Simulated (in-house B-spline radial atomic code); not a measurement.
Computed with a B-spline radial atomic code. Model: two electrons, singlet ground state, non-relativistic, full CI in B-splines with partial waves to l = 8 (at full coupling up to 3e-4 hartree above the limit, correlation up to 0.6 % small), density held at that of full coupling by Lieb maximisation.

W(λ) is the mean repulsion in the state of coupling λ less the Hartree energy of the fixed density. Its start is exact exchange, its initial slope is twice the second-order Görling-Levy correlation energy, and its area from 0 to 1 is E_xc. A straight curve means weak, dynamic correlation, and a curve that drops fast and flattens means strong correlation.

Command:
```bash
python run_ac.py task.json out
```
Settings (lengths in bohr, energies in hartree):
```
potential              coulomb
strength               2.03
lmax                   8
wall_radius            0.905
```

Time taken, with all properties: 1.3 s on 1 thread of Intel(R) Xeon(R) Processor @ 2.30GHz, with other jobs on the host.

**W = mean repulsion less Hartree energy, and W of three functionals.**

Given: confinement point charge; nuclear charge 2.03; hard wall radius 0.905 bohr; external potential -Z/r.

Computed: LDA exchange minus exact 318.97 millihartree; PBE exchange minus exact 97.508 millihartree.

| coupling | W xc (hartree) | W xc minus exchange (millihartree) | kinetic minus Kohn-Sham (millihartree) | LDA (PW92) W minus its exchange (millihartree) | PBE W minus its exchange (millihartree) | SCAN W minus its exchange (millihartree) |
| --- | --- | --- | --- | --- | --- | --- |
| 0 | -2.2162 | 0 | 0 | 0 | 0 | 0 |
| 0.02 | -2.2182 | -1.968 | 0 | -13.93 | -2.85 | -1.93 |
| 0.05 | -2.2211 | -4.904 | 0.1 | -29.27 | -7.13 | -4.79 |
| 0.12 | -2.2279 | -11.68 | 0.7 | -57.81 | -16.99 | -11.32 |
| 0.25 | -2.2402 | -23.99 | 3 | -99.53 | -34.77 | -23.08 |
| 0.4 | -2.254 | -37.767 | 7.4 | -138.76 | -54.39 | -36.15 |
| 0.6 | -2.2717 | -55.457 | 16.3 | -182.74 | -79.09 | -52.84 |
| 0.8 | -2.2886 | -72.409 | 28.1 | -220.61 | -102.31 | -68.8 |
| 1 | ? | ? | ? | ? | ? | ? |
| 1.4 | -2.3354 | -119.22 | 79.3 | -312.33 | -164.46 | -112.94 |
| 2 | ? | ? | ? | ? | ? | ? |
| 3 | -2.4362 | -220 | 296.9 | -478.48 | -292.39 | -209.76 |
| 4.5 | -2.5076 | -291.39 | 562.4 | -584.75 | -381.24 | -280.92 |
| 7 | -2.5949 | -378.66 | 1057.6 | -710.3 | -490.97 | -371.81 |
| 10 | -2.6676 | -451.44 | 1669.7 | -815.08 | -585.41 | -451.13 |

Problem. What belongs in the row 1?

Solution. W xc (hartree): -2.3049; W xc minus exchange (millihartree): -88.661; kinetic minus Kohn-Sham (millihartree): 42.7; LDA (PW92) W minus its exchange (millihartree): -254.2; PBE W minus its exchange (millihartree): -124.18; SCAN W minus its exchange (millihartree): -84.1.

Problem. What belongs in the row 2?

Solution. W xc (hartree): -2.3769; W xc minus exchange (millihartree): -160.67; kinetic minus Kohn-Sham (millihartree): 149.6; LDA (PW92) W minus its exchange (millihartree): -384.16; PBE W minus its exchange (millihartree): -217.77; SCAN W minus its exchange (millihartree): -152.36.

Problem. What is the SCAN exchange minus exact?

Solution. 3.4124 millihartree.

**Energy parts, natural occupations and partial-wave weights.**

Computed: exchange energy -2.2162 hartree; correlation energy -0.045917 hartree; kinetic part of the DFT correlation energy 0.042743 hartree; initial slope twice GL2 -0.098637 hartree; kinetic part over minus potential part 0.4821; Kohn-Sham kinetic 13.075 hartree; Lieb Oxford ratio E_xc over LDA exchange 1.1923.

```tsv
natural	occupation of the shell (electrons)
s	1.9961
p	0.003426
s	0.00026999
d	?
p	3.577e-05
f	2.2407e-05
```

Problem. What belongs in the row d?

Solution. occupation of the shell (electrons): 0.00016639.

| wave | weight |
| --- | --- |
| s | 0.99816 |
| p | ? |
| d | 8.7163e-05 |
| f | 1.2253e-05 |
| g | 2.8696e-06 |

Problem. What belongs in the row p?

Solution. weight: 0.0017319.

Problem. What is the Hartree energy?

Solution. 4.4324 hartree.

Problem. What is the total energy?

Solution. 2.1845 hartree.

Half-way to full coupling W has made 53 % of its drop, against 50 % for a straight line, and second-order (GL2) theory, half the initial slope, overshoots the correlation energy by about 7 %: correlation is weak here. Over couplings 0 to 1 the errors in E_xc come to about +213 millihartree for LDA, +78 millihartree for PBE, +5.6 millihartree for SCAN, so SCAN is nearest. In LDA and PBE the errors of exchange and correlation have opposite signs, so the sum is smaller than the larger of the two.
